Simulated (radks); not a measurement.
These are the eigenvalues of the occupied orbitals of an atom or ion with whole-number occupations (eV). Calculated with a radial shooting solver on a logarithmic mesh with Libxc functionals: Dirac Kohn-Sham, HCTH/407, spin-unpolarised, spherical densities, point nucleus.

orbital  eigenvalue
1s1/2     -56744.02
2s1/2     -13869.11

Which element is it, and in what charge state? The configuration may be excited. Open shells, if any, fill j = l - 1/2 first.

Answer. Z = 64, gadolinium, charge +60: Gd60+ in [He] 2s2. The 1s level, -2085.3 hartree, gives Z - s = 64.6 by -(Z - s)^2/2, which with screening and relativity narrows Z to a few neighbours, and the depths must fix Z and the occupations together.
